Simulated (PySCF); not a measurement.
SMILES [CH3][In]([CH3])[SiH3], singlet at its B3LYP/def2-SVP optimised geometry (Å):

```
13

In    -0.1671     0.3552     0.0000
C     -1.2659     2.2589     0.0000
H     -0.5778     3.1171    -0.0048
H     -1.9090     2.3195     0.8926
H     -1.9176     2.3166    -0.8865
C      2.0299     0.3552     0.0000
H      2.4060    -0.2206    -0.8607
H      2.4007    -0.1330     0.9158
H      2.4318     1.3780    -0.0474
Si    -1.5097    -1.9021     0.0096
H     -0.6364    -3.1171    -0.0258
H     -2.4318    -1.9888    -1.1684
H     -2.3667    -2.0126     1.2341
```

Method: B3LYP/def2-TZVP, def2 effective core potentials past Kr (PySCF). The core electrons that the potentials of In replace are not part of the density.

Map of the electron localisation function on the plane z = 1.2 Å:

```
|000000000000000000000000000|
|000000000000000000000000000|
|000000000000000000000000000|
|000000000000000000000000000|
|000000000001210000000000000|
|000000156311220000000000000|
|000000699841110000000000000|
|000002899972100000000000000|
|000001899983100000011000000|
|000000589853210000111000000|
|000000023222211111110000000|
|000000000011111222332000000|
|000000000011111235898400000|
|000000000121111237999820000|
|000000001233211117999820000|
|000003554345421004999610000|
|000038999744420000576100000|
|000069999952210000000000000|
|000079999951100000000000000|
|000059999832210000000000000|
|000017998313541000000000000|
|000001442114772000000000000|
|000000000014651000000000000|
|000000000002210000000000000|
|000000000000000000000000000|
|000000000000000000000000000|
|000000000000000000000000000|
```
Scale: ten equal steps from 0.000 (start of '0') to 1.000 (end of '9'), in the order '0123456789'; x runs from -5.50 to 5.50, y from -5.50 (bottom) to 5.50 (top).
